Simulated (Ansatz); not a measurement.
Gas-phase reaction 0.5 R1 + R2 → P1, each structure at its B3LYP-D3(BJ)/def2-TZVP stationary point, reached from a drawn start (curvature not checked).
R1, O2 (SMILES O=O) (charge 0, multiplicity 3):
```xyz
2

O      0.000     0.000    -0.602
O      0.000     0.000     0.602
```
P1, O4Ru (SMILES [O]=[Ru](=[O])(=[O])=[O]) (charge 0, multiplicity 1):
```csv
atom,x (Å),y (Å),z (Å)
Ru,0.0000,0.0000,0.0000
O,0.9691,0.9691,0.9691
O,0.9691,-0.9691,-0.9691
O,-0.9691,0.9691,-0.9691
O,-0.9691,-0.9691,0.9691
```
R2, O3Ru (SMILES [O]=[Ru](=[O])=[O]) (charge 0, multiplicity 1):
```tsv
atom	x (Å)	y (Å)	z (Å)
Ru	0.0000	0.0000	0.0000
O	1.6743	0.0000	0.0000
O	-0.8371	1.4499	0.0000
O	-0.8371	-1.4499	0.0000
```

P less R. No zero-point or thermal terms; singlets are restricted closed shells; open shells are unrestricted; no spin–orbit coupling. The spin states of the d-block species are the ones drawn and need not be the lowest.

Correlated levels freeze the cores.

Programs: Ansatz (Gaussian basis) for Hartree–Fock, density functionals and correlated methods. No computed number here is a measurement. Elements past Kr take the def2 small-core potentials, without spin–orbit coupling.

Total energies in hartree:

| structure | PBE/def2-TZVPP | B3LYP/def2-TZVPP | CCSD(T)/def2-QZVPP |
|---|---|---|---|
| R1 | -150.248609 | -150.389760 | -150.174628 |
| P1 | -395.697859 | -395.908678 | -394.993977 |
| R2 | -320.497629 | -320.667847 | -319.853348 |

Q: Work out the reaction energy at each level in eV (1 hartree = 27.21139 eV), and say how far PBE/def2-TZVPP lies from CCSD(T)/def2-QZVPP.

A: 
- PBE/def2-TZVPP: (-395.697859) − 0.5 × (-150.248609) − (-320.497629) = -0.075925 hartree = -2.066 eV
- B3LYP/def2-TZVPP: (-395.908678) − 0.5 × (-150.389760) − (-320.667847) = -0.045951 hartree = -1.250 eV
- CCSD(T)/def2-QZVPP: (-394.993977) − 0.5 × (-150.174628) − (-319.853348) = -0.053315 hartree = -1.451 eV
PBE/def2-TZVPP less CCSD(T)/def2-QZVPP: -0.615 eV. CCSD(T)/def2-QZVPP is the level counted from, the highest shown, and no exact or measured value.

Ansatz is a quantum-chemistry and plane-wave program.
